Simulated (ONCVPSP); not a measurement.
praseodymium (Pr): variants of one ONCV potential

Base potential:

- Element: Pr (Z = 59)
- Generator: ONCVPSP 4.0.1
- Type: optimised norm-conserving Vanderbilt (ONCV)
- Functional: LDA (Perdew-Wang 92)
- Relativity: scalar-relativistic
- Frozen core: [Kr] 4d10 4f2
- Valence charge: 11
- Reference configuration: 5s2 5p6 5d1 6s2
- Partial waves: 5s+6s: rc 2.15 bohr, ncon 4, nbas 8, qcut 4.5 1/bohr, 2 projectors; 5p: rc 1.85 bohr, ncon 4, nbas 7, qcut 3.8 1/bohr, 2 projectors, debl 1.4 Ha; 5d: rc 3.75 bohr, ncon 3, nbas 7, qcut 4.4 1/bohr, 2 projectors, debl 3 Ha; f scattering state at 0.13 Ha: rc 2.80 bohr, ncon 5, nbas 8, qcut 4.6 1/bohr, 2 projectors, debl 3.8 Ha
- Local potential: polynomial inside 1.60 bohr (lpopt 1, dvloc0 1 Ha)
- Core correction: polynomial model core, fcfact 0.55

Cutoffs, loose and tight: the cutoffs (Ha) at which the residual kinetic energy of the hardest occupied pseudo-wave falls to 1 and 0.1 mHa per electron. They do not see the model core or the augmentation charge, which bear on the density cutoff. Test errors are all-electron minus pseudo excitation energies from the reference, over the configurations 5s2 5p6 5d1 6s1; 5s2 5p6 5d1 6s0; 5s2 5p6 5d0 6s0; 5s1 5p6 5d1 6s2. A dash means not determined; rows that change the core or the reference have their own tests.

A true bound ghost makes a file unfit for plane-wave use even where its test errors are small: the radial tests pick states by their node count and pass the ghost by.

| change | outcome | cutoff, loose | cutoff, tight | bound ghosts | GHOST(+) flags above zero | largest test error (meV) |
| --- | --- | --- | --- | --- | --- | --- |
| base | generated | 34 Ha | 43 Ha | none | s, d, f | -283 |
| all radii but the core radius scaled by about 0.77 (s 1.66, p 1.42, d 2.88, f 2.16 bohr); local potential polynomial inside 1.22 bohr (lpopt 1, dvloc0 1 Ha) | failed: ERROR pspot: first pseudo wave function has node, program will stop | – | – | – | – | – |
| all radii but the core radius scaled by about 0.85 (s 1.82, p 1.58, d 3.20, f 2.38 bohr); local potential polynomial inside 1.36 bohr (lpopt 1, dvloc0 1 Ha) | failed: ERROR pspot: first pseudo wave function has node, program will stop | – | – | – | – | – |
| all radii but the core radius scaled by about 0.91 (s 1.94, p 1.68, d 3.40, f 2.54 bohr); local potential polynomial inside 1.44 bohr (lpopt 1, dvloc0 1 Ha) | generated | 44 Ha | 53 Ha | f | s, d, f | -231 |
| all radii but the core radius scaled by about 0.96 (s 2.06, p 1.76, d 3.58, f 2.68 bohr); local potential polynomial inside 1.52 bohr (lpopt 1, dvloc0 1 Ha) | generated | 40 Ha | 48 Ha | none | s, d, f | -215 |
| all radii but the core radius scaled by about 1.08 (s 2.32, p 2.00, d 4.06, f 3.04 bohr); local potential polynomial inside 1.74 bohr (lpopt 1, dvloc0 1 Ha) | generated | 24 Ha | 36 Ha | none | s | -343 |
| all radii but the core radius scaled by about 1.13 (s 2.42, p 2.08, d 4.24, f 3.16 bohr); local potential polynomial inside 1.80 bohr (lpopt 1, dvloc0 1 Ha) | generated | 15 Ha | 32 Ha | none | none | -386 |
| all radii but the core radius scaled by about 1.19 (s 2.56, p 2.20, d 4.46, f 3.34 bohr); local potential polynomial inside 1.90 bohr (lpopt 1, dvloc0 1 Ha) | generated | 6.7 Ha | 26 Ha | none | none | -452 |
| all radii but the core radius scaled by about 1.26 (s 2.72, p 2.34, d 4.74, f 3.54 bohr); local potential polynomial inside 2.02 bohr (lpopt 1, dvloc0 1 Ha) | generated | 5.9 Ha | 13 Ha | none | s | -547 |
| all radii but the core radius scaled by about 1.32 (s 2.84, p 2.44, d 4.94, f 3.68 bohr); local potential polynomial inside 2.10 bohr (lpopt 1, dvloc0 1 Ha) | generated | 5.4 Ha | 7.7 Ha | none | none | -645 |

Reading the sweep of the scale of all radii but the core radius (base = 1) (base included, trends over the rows without a ghost): The loose cutoff falls from 40 Ha at 0.96 to 5.4 Ha at 1.32. A larger radius leaves more room for a smooth pseudo-wave, so fewer plane waves are needed; a smaller one forces it to follow the all-electron wave where it bends sharply. The median size of the test errors (rows with all tests solved) is not monotonic: lowest 14.5 meV at 1.19, highest 79.5 meV at 1.32. Bound ghosts are found at 0.91. The generation fails at 0.77, 0.85.
